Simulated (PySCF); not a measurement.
Start geometry of `C[BH2-][NH2+]C` from GFN2-xTB (Å):
```
atom  x, y, z in Å
C1    -1.9542    0.0495    0.0916
B2    -0.5472    0.3165   -0.6365
N3     0.5514   -0.2434    0.4434
C4     1.9976   -0.1295    0.0311
H5    -2.1678   -0.9850    0.2916
H6    -2.0770    0.6231    1.0269
H7    -2.7791    0.4100   -0.5492
H8    -0.3719   -0.3295   -1.6241
H9    -0.2826    1.4801   -0.7718
H10    0.4056    0.2813    1.3164
H11    0.3122   -1.2134    0.6324
H12    2.1981    0.9148   -0.1545
H13    2.0706   -0.6750   -0.9020
H14    2.6370   -0.5146    0.7969
```

What comes out of this run: PySCF, PBE0-D3(BJ)/def2-SVP geometry optimisation, gas phase?

```
atom  x, y, z in Å
C1    -1.977    0.160    0.204
B2    -0.566    0.322   -0.558
N3     0.597   -0.267    0.434
C4     1.958   -0.210   -0.104
H5    -2.245   -0.890    0.428
H6    -2.038    0.723    1.154
H7    -2.788    0.551   -0.433
H8    -0.462   -0.358   -1.580
H9    -0.228    1.491   -0.753
H10    0.539    0.253    1.312
H11    0.345   -1.230    0.665
H12    2.192    0.834   -0.347
H13    1.989   -0.789   -1.036
H14    2.700   -0.605    0.606
```

The energy falls by 3.0 kcal/mol over 8 energy and gradient evaluations, the largest force component goes from 0.0433 to 2.6e-04 Eh/bohr, and the atoms move by 0.049 Å rms after alignment. The bond that changes most is N3–C4 (ends: nitrogen bonded to B, C and 2 H; N-methyl carbon), which shortens by 0.044 Å. Bonds longer at the end by more than 0.005 Å: 8 of 13; shorter: 2. Among the angles that change most is C1–B2–N3, from 103.4° to 107.4°. Rotational constants go from 21300, 3551, 3303 to 21504, 3511, 3277 MHz. The orientation of the end geometry is arbitrary; only internal coordinates are fixed.

The run used 106 basis functions and 47 SCF cycles in all. The run took 21 s on Arm Neoverse V2, one thread, no GPU, shared host with 48 logical CPUs at a one-minute load of 16, and the process peaked at 0.44 GiB of memory.

Stationary, but not proved a minimum. One conformer, not necessarily the lowest.
